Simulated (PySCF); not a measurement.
## Does the structure fit the spectrum?

A compound C₇H₁₀N₂Si gives the data below (simulated from a calculation) and was assigned the structure `[H]/N=C\c1cccc(N[SiH3])c1`.

$^{13}$C{$^{1}$H} NMR (computed): δ 153.2 (C), 139.0 (CH2), 139.0 (CH), 132.9 (C), 120.5 (CH), 119.9 (CH), 119.8 (CH).

$^{1}$H NMR (400 MHz, computed): δ 7.79 (d, 1H), 7.51 (d, 1H), 7.35 (m, 1H), 7.00 (d, 1H), 6.75 (d, 1H), 6.70 (m, 1H), 5.11 (s, 3H), 3.41 (br s, 1H).

Computational details: GFN2-xTB geometry, NMR shieldings at PBE0/pcSseg-1/GIAO, in PySCF 2.14 (rapidly exchanging positions averaged, one computed conformer, no solvent, non-relativistic Hamiltonian).

References, each an isolated molecule treated in the same way: TMS for $^{1}$H (σref 31.72) and $^{13}$C (σref 186.93).

(1) Compare with the shifts computed for the proposed structure, pairing carbons in order of shift.

(2) Which isomer fits?

## Answers

(1) Atom-mapped SMILES (the numbers label the heavy atoms): `[H]/[N:1]=[CH:2]\[c:3]1[cH:4][cH:5][cH:6][c:7]([NH:8][SiH3:9])[cH:10]1` (H(Xn): hydrogen on atom n).

| atom | computed for proposal | given list | difference |
| --- | --- | --- | --- |
| C2 | 171.5 | 153.2 | +18.3 |
| C7 | 152.7 | 139.0 | +13.7 |
| C3 | 138.9 | 139.0 | -0.1 |
| C5 | 136.3 | 132.9 | +3.4 |
| C4 | 126.5 | 120.5 | +6.0 |
| C6 | 124.3 | 119.9 | +4.4 |
| C10 | 109.0 | 119.8 | -10.8 |

The rms difference is 10.0 ppm and the largest +18.3 ppm at C2 (C=N carbon). The carbon types in order of shift don't match either: CH, C, C, CH, CH, CH, CH for the proposal against C, CH2, CH, C, CH, CH, CH in the data. The proposal doesn't fit.

(2) `C=Nc1ccccc1N[SiH3]`.

Carbon types of the structure: 2 × C, 4 × CH, 1 × CH2, leaving 4 H on heteroatoms. δC 153.2, 132.9: aromatic carbon bearing nitrogen. δC 139.0: C=N carbon. δC 139.0, 120.5, 119.9, 119.8: aromatic CH. δH 7.51, 7.35, 6.75, 6.70: hydrogen on an aromatic CH.

This is the structure that produced the data.

The OH or NH signal is concentration- and solvent-dependent in practice; the value given is the gas-phase one. Shifts are as computed. Against solution values, carbons near 30 ppm lie about +3 ppm off and those near 130 ppm about +5 ppm. Of 1211 compounds with measured shifts, 218 miss one by over three times the rms of a fit or turn the order of signals round; such compounds aren't used in these exercises. No couplings were computed; multiplicities are counted from neighbouring protons, with m where these are inequivalent, close in shift, in a saturated or five-membered ring or joined by F or P, and br s for small geminal =CH2 splittings.
